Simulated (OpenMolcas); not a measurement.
**Ge IV: input and output**

Input:

```
&GATEWAY
Coord
1

Ge 0.0 0.0 0.0
Basis=ANO-R1
Group=XYZ
NoMove
AngMom=0.0 0.0 0.0
AMFI
&SEWARD
* reference wave functions (RASSCF and RASSI steps not shown): 1 electron in 4 orbitals (4s 4p)
>>> COPY JOB001 $Project.JobIph
&CASPT2
Multistate=1 1
Frozen=2 3
IPEA=0.5
Imaginary=0.1
MaxIter=60
WThr=0.0 0.3 0.05
PrWF=0.5
NoMix
>>> COPY JOB002 $Project.JobIph
&CASPT2
Multistate=3 1 2 3
Frozen=2 3
IPEA=0.5
Imaginary=0.1
MaxIter=60
WThr=0.0 0.3 0.05
PrWF=0.5
NoMix
```

Launched by
```bash
OMP_NUM_THREADS=1 MOLCAS_MEM=2252 MOLCAS_PROJECT=a pymolcas a.inp > a.log  # once for each step of the input, in one work folder
```

Output, cut to the results:

```
--- CASPT2 ---
Orbital specifications:
      -----------------------

      Symmetry species                           1   2
                                                ag  au
      Frozen orbitals                            2   3
      Inactive orbitals                          6   3
      Active orbitals                            1   3
      Secondary orbitals                        11  10
      Deleted orbitals                           0   0
      Number of basis functions                 20  19
Type of calculation                        SS-CASPT2
      Fock operator                              state-specific
      IPEA shift                                 0.50
      Real shift                                 0.00
      Imaginary shift                            0.10
      The input orbitals will be transformed to quasi-canonical
Reference energy:       -2095.0821085049
      E2 (Non-variational):      -0.4324753505
      Shift correction:          -0.0000331610
      E2 (Variational):          -0.4325085115
      Total energy:           -2095.5146170164
      Residual norm:              0.0000001007
      Reference weight:           0.96584
      Contributions to the CASPT2 correlation energy
      Active & Virtual Only:          0.0000000000
      One Inactive Excited:          -0.0174743793
      Two Inactive Excited:          -0.4150009712
::    CASPT2 Root  1     Total energy:  -2095.51461702
--- CASPT2 ---
Orbital specifications:
      -----------------------

      Symmetry species                           1   2
                                                ag  au
      Frozen orbitals                            2   3
      Inactive orbitals                          6   3
      Active orbitals                            1   3
      Secondary orbitals                        11  10
      Deleted orbitals                           0   0
      Number of basis functions                 20  19
Type of calculation                        MS-CASPT2
      Fock operator                              state-specific
      IPEA shift                                 0.50
      Real shift                                 0.00
      Imaginary shift                            0.10
      The input orbitals will be transformed to quasi-canonical
Reference energy:       -2094.7255338382
      E2 (Non-variational):      -0.4292925794
      Shift correction:          -0.0000340060
      E2 (Variational):          -0.4293265855
      Total energy:           -2095.1548604236
      Residual norm:              0.0000007097
      Reference weight:           0.96604
      Contributions to the CASPT2 correlation energy
      Active & Virtual Only:         -0.0000000000
      One Inactive Excited:          -0.0160700051
      Two Inactive Excited:          -0.4132225744
Reference energy:       -2094.7255338382
      E2 (Non-variational):      -0.4292925794
      Shift correction:          -0.0000340060
      E2 (Variational):          -0.4293265855
      Total energy:           -2095.1548604236
      Residual norm:              0.0000007097
      Reference weight:           0.96604
      Contributions to the CASPT2 correlation energy
      Active & Virtual Only:         -0.0000000000
      One Inactive Excited:          -0.0160700051
      Two Inactive Excited:          -0.4132225744
::    CASPT2 Root  1     Total energy:  -2095.15486042
::    CASPT2 Root  2     Total energy:  -2095.15486042
::    CASPT2 Root  3     Total energy:  -2095.15486042
::    MS-CASPT2 Root  1     Total energy:  -2095.15486042
::    MS-CASPT2 Root  2     Total energy:  -2095.15486042
::    MS-CASPT2 Root  3     Total energy:  -2095.15486042
```

Levels above the lowest, from the spin-orbit matrix with the single-state CASPT2 energies, averaged by term, on its diagonal:

| Configuration | Term | J | E (cm-1) | Measured (cm-1) | Term weight % |
| --- | --- | --- | --- | --- | --- |
| 4s | 2S | 1/2 | 0.0 | 0.0 | 100 |
| 4p | 2P* | 1/2 | 77167 | 81311 | 100 |
| 4p | 2P* | 3/2 | 79852 | 84102 | 100 |

Against the 2 measured excited levels shown (Sugar and Musgrove, J. Phys. Chem. Ref. Data 22, 1213 (1993)) the mean absolute deviation is 4200 cm-1; the largest miss in energy is 4p 2P* 3/2: computed 79852, measured 84102 cm-1 (-5.1 %).

With one active electron, CASPT2 adds the correlation within the correlated inactive shells and between them and that electron, and leaves the splitting within a term as the reference gives it. The basis is small and was not contracted for so high a charge. Computed and measured levels are paired by configuration, term and J; levels that our copy of the source lacks, or whose pairing is in doubt (as where it misses far off the trend of its configuration), stay unpaired and out of the deviations. Only configurations of the active space appear.

The CASPT2 steps took 0.88 s on 1 thread of Arm Neoverse V1 (shared host); the integral step is not counted.

The term weight is that of the spin-free term in the level, not the purity of its configuration. * marks odd parity.
